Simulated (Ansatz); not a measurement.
`C[O][Sb][F]`, charge 0, multiplicity 2.

Task: Give a relaxed structure at PBE0-D4/def2-TZVP (Ansatz). (Best estimate.)

Result: The calculation gave: 
Cartesian coordinates in Å:
```
C -0.415 -0.450 0.599
O -0.835 0.306 -0.521
Sb 0.366 0.800 -1.959
F 1.843 1.299 -0.833
H -0.159 -1.477 0.316
H 0.448 0.004 1.093
H -1.247 -0.482 1.305
```
